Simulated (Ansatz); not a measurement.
Born–Oppenheimer molecular dynamics of C3H8OSi (13 atoms, charge 0, multiplicity 1). It starts from a relaxed structure.

Computed with RKS PBE0-D4/STO-3G in Ansatz.

```json
{
  "ensemble": "NVT, Nosé–Hoover chain",
  "time step": "1 fs",
  "steps asked": "600",
  "set temperature": "1000 K",
  "thermostat": "time constant 100 fs, chain length 3 (defaults)",
  "seed": "202650"
}
```

Frames 1 fs apart, positions in Å, forces in eV/Å.

Velocities at 210.0 fs (Å/ps):

```
C -5.78 -13.18 4.05
O 10.92 14.11 -4.00
Si 0.45 3.58 -2.74
C -1.10 -5.36 -1.49
C -4.46 -4.39 0.98
H -31.44 -21.76 31.59
H -12.00 -17.86 20.58
H 1.68 -33.25 -25.65
H -0.17 -2.31 6.60
H 22.85 -8.18 23.89
H -7.82 29.69 3.98
H -19.93 6.45 23.12
H -3.79 -3.15 13.65
```

```xyz
13
Properties=species:S:1:pos:R:3:forces:R:3 time_fs=210.0 energy_less_start_eV=1.417 T=656
C -2.074 -0.900 0.691 0.03 -2.06 -0.32
O -1.492 0.341 0.231 3.39 -0.44 0.51
Si 0.356 0.087 0.498 -4.12 -1.97 -1.54
C 1.438 0.158 -1.053 1.71 -1.60 -1.47
C 1.394 1.342 -0.119 1.04 2.61 0.84
H -1.812 -1.865 0.150 -0.29 1.23 -0.72
H -3.165 -0.802 0.675 -0.33 0.11 -0.17
H -1.815 -1.271 1.688 0.17 0.89 1.13
H 0.434 -0.787 1.621 0.68 -0.44 0.33
H 1.340 0.320 -2.159 -1.54 0.13 1.07
H 2.436 -0.375 -1.102 -1.10 0.38 1.32
H 0.695 2.109 -0.365 -0.30 1.23 -1.25
H 2.268 1.803 0.310 0.66 -0.07 0.29
13
Properties=species:S:1:pos:R:3:forces:R:3 time_fs=211.0 energy_less_start_eV=1.476 T=617
C -2.079 -0.914 0.695 -0.21 -0.87 -0.75
O -1.480 0.355 0.227 2.70 -1.51 0.82
Si 0.355 0.090 0.495 -4.11 -2.51 -1.09
C 1.438 0.152 -1.056 1.11 -1.02 -0.19
C 1.390 1.339 -0.117 0.88 3.49 0.74
H -1.845 -1.881 0.178 -0.06 0.95 -1.32
H -3.179 -0.819 0.695 0.05 0.24 -0.18
H -1.813 -1.300 1.668 0.36 0.95 1.81
H 0.437 -0.792 1.629 0.64 -0.22 0.03
H 1.355 0.312 -2.130 -1.78 0.31 -0.17
H 2.423 -0.344 -1.092 -0.22 -0.23 1.34
H 0.673 2.121 -0.348 0.28 0.64 -1.13
H 2.267 1.800 0.325 0.37 -0.21 0.09
13
Properties=species:S:1:pos:R:3:forces:R:3 time_fs=212.0 energy_less_start_eV=1.547 T=573
C -2.085 -0.928 0.698 -0.34 0.29 -0.61
O -1.466 0.368 0.224 2.01 -2.40 1.06
Si 0.354 0.092 0.491 -3.96 -2.94 -0.68
C 1.438 0.145 -1.058 0.17 -0.33 1.29
C 1.387 1.338 -0.115 0.60 4.24 0.60
H -1.878 -1.888 0.194 0.19 0.49 -1.78
H -3.192 -0.834 0.713 0.38 0.36 -0.16
H -1.807 -1.320 1.665 0.39 1.04 1.86
H 0.447 -0.798 1.637 0.59 0.02 -0.28
H 1.354 0.307 -2.103 -1.87 0.45 -1.43
H 2.408 -0.314 -1.069 0.86 -0.87 1.22
H 0.654 2.140 -0.342 0.91 -0.01 -0.96
H 2.270 1.794 0.341 0.07 -0.33 -0.12
13
Properties=species:S:1:pos:R:3:forces:R:3 time_fs=213.0 energy_less_start_eV=1.542 T=583
C -2.092 -0.943 0.701 -0.16 1.20 -0.01
O -1.451 0.379 0.221 1.33 -3.10 1.23
Si 0.351 0.094 0.487 -3.67 -3.19 -0.34
C 1.439 0.138 -1.059 -0.59 0.29 2.18
C 1.384 1.341 -0.113 0.32 4.57 0.42
H -1.910 -1.890 0.192 0.41 0.08 -1.96
H -3.202 -0.846 0.730 0.55 0.47 -0.14
H -1.797 -1.330 1.680 0.25 1.15 1.22
H 0.461 -0.804 1.643 0.51 0.22 -0.54
H 1.334 0.307 -2.089 -1.73 0.42 -1.96
H 2.401 -0.293 -1.034 1.57 -1.28 0.96
H 0.644 2.158 -0.345 1.33 -0.46 -0.79
H 2.274 1.786 0.355 -0.13 -0.37 -0.26
13
Properties=species:S:1:pos:R:3:forces:R:3 time_fs=214.0 energy_less_start_eV=1.392 T=686
C -2.098 -0.957 0.704 0.36 1.71 0.61
O -1.436 0.389 0.219 0.64 -3.61 1.34
Si 0.346 0.094 0.484 -3.25 -3.23 -0.13
C 1.439 0.131 -1.058 -0.68 0.69 2.04
C 1.381 1.347 -0.110 0.11 4.34 0.22
H -1.938 -1.892 0.172 0.54 -0.03 -1.76
H -3.206 -0.853 0.745 0.51 0.57 -0.12
H -1.785 -1.329 1.707 0.02 1.18 0.22
H 0.481 -0.809 1.644 0.43 0.36 -0.68
H 1.298 0.311 -2.094 -1.31 0.16 -1.34
H 2.409 -0.284 -0.990 1.36 -1.23 0.56
H 0.647 2.172 -0.355 1.46 -0.60 -0.66
H 2.276 1.773 0.368 -0.19 -0.32 -0.31
13
Properties=species:S:1:pos:R:3:forces:R:3 time_fs=215.0 energy_less_start_eV=1.200 T=817
C -2.104 -0.969 0.707 1.06 1.89 0.84
O -1.419 0.397 0.218 -0.04 -3.95 1.41
Si 0.341 0.093 0.480 -2.71 -3.05 -0.06
C 1.439 0.125 -1.056 -0.19 0.86 1.35
C 1.379 1.357 -0.107 0.00 3.57 0.02
H -1.961 -1.893 0.135 0.57 0.23 -1.19
H -3.205 -0.855 0.759 0.30 0.64 -0.10
H -1.773 -1.317 1.735 -0.20 1.04 -0.70
H 0.505 -0.810 1.638 0.35 0.40 -0.70
H 1.249 0.316 -2.112 -0.68 -0.22 -0.04
H 2.430 -0.287 -0.940 0.36 -0.82 0.01
H 0.664 2.180 -0.372 1.28 -0.39 -0.59
H 2.276 1.758 0.377 -0.09 -0.19 -0.25
13
Properties=species:S:1:pos:R:3:forces:R:3 time_fs=216.0 energy_less_start_eV=1.114 T=881
C -2.109 -0.980 0.711 1.73 1.94 0.56
O -1.403 0.402 0.217 -0.72 -4.15 1.44
Si 0.335 0.091 0.476 -2.07 -2.67 -0.15
C 1.438 0.119 -1.053 0.37 0.93 0.79
C 1.376 1.370 -0.104 0.02 2.33 -0.14
H -1.978 -1.893 0.086 0.54 0.68 -0.40
H -3.202 -0.850 0.772 0.03 0.67 -0.10
H -1.762 -1.295 1.757 -0.33 0.74 -1.29
H 0.533 -0.807 1.625 0.28 0.35 -0.58
H 1.194 0.319 -2.130 0.01 -0.56 1.16
H 2.454 -0.298 -0.890 -0.78 -0.34 -0.57
H 0.693 2.185 -0.394 0.83 0.10 -0.61
H 2.276 1.741 0.384 0.09 -0.02 -0.13
13
Properties=species:S:1:pos:R:3:forces:R:3 time_fs=217.0 energy_less_start_eV=1.144 T=868
C -2.113 -0.989 0.715 2.15 2.12 -0.15
O -1.388 0.405 0.218 -1.37 -4.22 1.45
Si 0.328 0.088 0.472 -1.36 -2.12 -0.37
C 1.438 0.114 -1.049 0.64 1.00 0.66
C 1.373 1.385 -0.102 0.16 0.88 -0.22
H -1.990 -1.885 0.034 0.47 1.06 0.41
H -3.198 -0.839 0.784 -0.16 0.64 -0.10
H -1.755 -1.265 1.767 -0.32 0.31 -1.43
H 0.563 -0.800 1.607 0.22 0.22 -0.35
H 1.139 0.317 -2.137 0.60 -0.77 1.87
H 2.471 -0.312 -0.846 -1.57 0.01 -1.07
H 0.730 2.190 -0.422 0.27 0.74 -0.69
H 2.277 1.723 0.390 0.28 0.14 0.01
13
Properties=species:S:1:pos:R:3:forces:R:3 time_fs=218.0 energy_less_start_eV=1.190 T=843
C -2.115 -0.996 0.720 2.18 2.56 -1.10
O -1.373 0.405 0.219 -2.01 -4.20 1.42
Si 0.320 0.085 0.468 -0.60 -1.47 -0.67
C 1.438 0.110 -1.044 0.54 1.10 0.92
C 1.371 1.401 -0.099 0.26 -0.38 -0.26
H -1.998 -1.868 -0.015 0.40 1.20 1.05
H -3.196 -0.822 0.796 -0.17 0.56 -0.13
H -1.751 -1.233 1.763 -0.16 -0.18 -1.11
H 0.595 -0.792 1.585 0.19 0.04 -0.05
H 1.089 0.307 -2.127 1.01 -0.83 2.00
H 2.474 -0.326 -0.811 -1.84 0.17 -1.41
H 0.769 2.203 -0.457 -0.14 1.19 -0.75
H 2.280 1.707 0.396 0.36 0.24 0.10
13
Properties=species:S:1:pos:R:3:forces:R:3 time_fs=219.0 energy_less_start_eV=1.170 T=859
C -2.116 -1.002 0.723 1.82 3.28 -2.10
O -1.359 0.403 0.222 -2.62 -4.09 1.37
Si 0.312 0.081 0.464 0.18 -0.82 -0.95
C 1.439 0.107 -1.039 0.13 1.25 1.51
C 1.369 1.416 -0.096 0.18 -1.04 -0.40
H -2.002 -1.839 -0.054 0.35 1.03 1.40
H -3.196 -0.800 0.806 0.01 0.41 -0.17
H -1.748 -1.202 1.748 0.11 -0.66 -0.41
H 0.630 -0.783 1.563 0.16 -0.13 0.25
H 1.049 0.289 -2.097 1.17 -0.76 1.57
H 2.458 -0.338 -0.791 -1.59 0.12 -1.55
H 0.807 2.227 -0.499 -0.17 1.12 -0.59
H 2.287 1.693 0.403 0.28 0.27 0.09
13
Properties=species:S:1:pos:R:3:forces:R:3 time_fs=220.0 energy_less_start_eV=1.115 T=897
C -2.115 -1.005 0.725 1.26 4.18 -2.84
O -1.347 0.398 0.225 -3.19 -3.92 1.30
Si 0.304 0.077 0.459 0.98 -0.25 -1.11
C 1.440 0.104 -1.033 -0.50 1.49 2.32
C 1.367 1.431 -0.094 -0.03 -1.06 -0.73
H -2.003 -1.800 -0.079 0.32 0.57 1.38
H -3.195 -0.773 0.814 0.27 0.23 -0.21
H -1.745 -1.178 1.730 0.42 -1.06 0.41
H 0.665 -0.776 1.543 0.12 -0.25 0.47
H 1.020 0.265 -2.052 1.04 -0.57 0.62
H 2.428 -0.349 -0.785 -0.84 -0.14 -1.46
H 0.844 2.262 -0.547 0.11 0.52 -0.17
H 2.296 1.682 0.410 0.05 0.26 0.01
13
Properties=species:S:1:pos:R:3:forces:R:3 time_fs=221.0 energy_less_start_eV=1.112 T=902
C -2.113 -1.004 0.725 0.82 5.11 -2.90
O -1.337 0.391 0.229 -3.71 -3.68 1.21
Si 0.297 0.072 0.454 1.78 0.17 -1.07
C 1.440 0.103 -1.025 -1.23 1.83 3.23
C 1.365 1.444 -0.093 -0.18 -0.78 -1.14
H -2.001 -1.755 -0.091 0.31 -0.13 0.98
H -3.192 -0.744 0.821 0.49 0.04 -0.24
H -1.737 -1.164 1.715 0.59 -1.32 0.95
H 0.702 -0.770 1.528 0.03 -0.25 0.56
H 1.001 0.234 -2.001 0.61 -0.31 -0.70
H 2.389 -0.362 -0.793 0.31 -0.59 -1.16
H 0.882 2.302 -0.597 0.43 -0.31 0.40
H 2.306 1.673 0.418 -0.23 0.21 -0.11
```

Of the whole run (600 fs, mean temperature of the second half 1094 K): The conserved energy stayed within 4.4 meV per atom of its start (net change 1.9 meV per atom), so there is no drift, though single steps change it by up to 27 meV in the whole system, a sign of fast motions only just resolved. A run of 0.6 ps of so small a system gives no equilibrium averages. Limits of this set-up: minimal basis.

The run took 15 min on 1 thread of Arm Neoverse V2, on a shared host, peak memory 0.09 GiB.
